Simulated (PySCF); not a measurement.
Two-component Hartree-Fock for Ir⁷³⁺ (iridium, charge +73)

Start: [He] 2s2. Calculated with PySCF 2.14 in an uncontracted even-tempered set (16 s from 62 bohr⁻², ratio 2.4; 13 p from 81 bohr⁻², ratio 2.4; 5 d from 250 bohr⁻², ratio 2.6; 4 f from 380 bohr⁻², ratio 2.6): generalised Hartree-Fock with the X2C-1e Hamiltonian and a Gaussian nucleus; one run each with spin-orbit coupling (SO) switched off, then screened by Boettger's factors.

| spinor shell | electrons | ε, spin-free (eV) | ε, screened SO (eV) | weight of nominal j (screened SO) | rms radius, screened SO (bohr) |
| --- | --- | --- | --- | --- | --- |
| 1s1/2 | 2 | -85704.2 | -85704.2 | 1.000 | 0.0196 |
| 2s1/2 | 2 | -21232.0 | -21232.0 | 1.000 | 0.0761 |

```tsv
quantity	spin-free	screened SO
E (hartree)	-8001.87323	-8001.87323
M_J	0	0
⟨J²⟩	0.000	0.000
⟨L²⟩	0.000	0.000
⟨S²⟩	0.000	0.000
```

Breit and QED terms are absent; they matter most for the inner s and p1/2 levels.

Densities and radii are taken from the X2C orbitals without a picture-change correction, which distorts them close to the nucleus.

Without spin-orbit coupling the j labels of p, d and f shells carry no meaning; the spin-free column gives the mean over the occupied spinors of each nl shell.
